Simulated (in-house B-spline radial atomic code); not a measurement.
RPA and G0W0 on LDA exchange-only: F⁸⁺

Configuration 1s1, highest spin, mean-field start LDA exchange-only. Computed with a B-spline radial code for spherical atoms: all electrons, scalar-relativistic (spin-free one-electron X2C), finite nucleus, each spin shell either full or empty, empty states to l = 9 with an (l + 1/2)⁻⁴ tail; G0W0 by contour deformation at full frequency.

With one electron the exact correlation energy is zero, so what RPA and GW give is self-correlation.

Command:
```bash
python run_gw.py task.json out
```
Settings (radii: box in bohr, nucleus in fm):
```
Z                        9
electrons                1
configuration            1s1
hamiltonian              x2c
method                   lda,
lmax                     9
rms_radius               2.8976
spin_polarised           True
box_radius               7.7
intervals                68
ion_configuration        bare nucleus
```

Time taken, with all properties: 0.8 s on 1 thread of Arm Neoverse N1, on a shared host.

Energies (hartree):

```json
{"term": "mean-field total", "value": "-40.14450"}
{"term": "Hartree-Fock functional on these orbitals", "value": "-40.54224"}
{"term": "direct second order", "value": "-0.02355"}
{"term": "second-order exchange", "value": "0.02355"}
{"term": "SOSEX correction", "value": "0.023219"}
```

What is the RPA correlation energy, and what remains with SOSEX?

RPA gives -0.023219 hartree (-0.632 eV per electron); RPA + SOSEX gives 0, and the second-order doubles 0 hartree (no singles). SOSEX takes back 100 % of the RPA value.

Quasi-particle levels (eV):

```tsv
level	occupied	mean field	Σx - vxc	Σc	QP weight	G0W0
1s up	yes	-1037.95	-65.26	?	?	?
1s down	no	-951.87	0.00	-2.63	0.998	-954.50
```

G0W0 = mean field + (Σx - vxc) + Σc, with Σc (partial-wave tail included) taken at the quasi-particle energy.

Where does G0W0 put 1s up?

At -1102.88 eV, with Σc = 0.33 eV and a quasi-particle weight of 0.998. The tabulated removal energy is 1103.118 eV (NIST, tabulated theory).

What does it cost to remove one electron (to the bare nucleus) by differences of total energies, each species on its own start (correlation terms add to the Hartree-Fock functional)?

LDA exchange-only 1092.39 eV, Hartree-Fock functional 1103.21 eV, + RPA 1103.84 eV, + RPA + SOSEX 1103.21 eV, + second order 1103.21 eV. Tabulated: 1103.118 eV (NIST, tabulated theory).
